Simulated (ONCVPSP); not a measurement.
## Configuration tests for Zr (ONCV)

ONCVPSP 4.0.1 input, shortened (lines: element, Z, core and valence counts, functional; n l f; lmax; l rc ep ncon nbas qcut; lloc lpopt rc5 dvloc0; l nproj debl; icmod fcfact rcfact), PBE, scalar-relativistic:

```
  Zr 40.00    6    3        4      upf
    1    0    2.00
    2    0    2.00
    2    1    6.00
    3    0    2.00
    3    1    6.00
    3    2   10.00
    4    0    2.00
    4    1    6.00
    4    2    1.00
    2
    0    1.65    0.00    3    6    8.10
    1    1.65    0.00    4    8    6.90
    2    2.45    0.00    4    8    5.40
    0    5    1.65    0.00
    0    0    3.40
    1    3    2.70
    2    2    0.70
    3    5.00    1.30
```

In the d channel the program set the typed energies aside and used -1.036, 0.250 Ha.

Energies are relative to the spin-unpolarised reference configuration 4s2 4p6 4d1; without spin polarisation the order of configurations can differ from experiment.

```tsv
valence configuration	charge	ΔE all-electron (eV)	error AE − PS (meV)
4s2 4p6 4d2 5s2	0	-42.704	+187
4s2 4p6 4d2 5s1 5p1	0	-39.663	+110
```

**Question.** What are ΔE and the potential's error for 4s2 4p6 4d2 5s1?

**Answer.** ΔE = -35.567 eV all-electron; the error (AE − PS) is +132 meV.

**Question.** What are ΔE and the potential's error for 4s2 4p6 4d2?

**Answer.** ΔE = -22.626 eV all-electron; the error (AE − PS) is +22 meV.
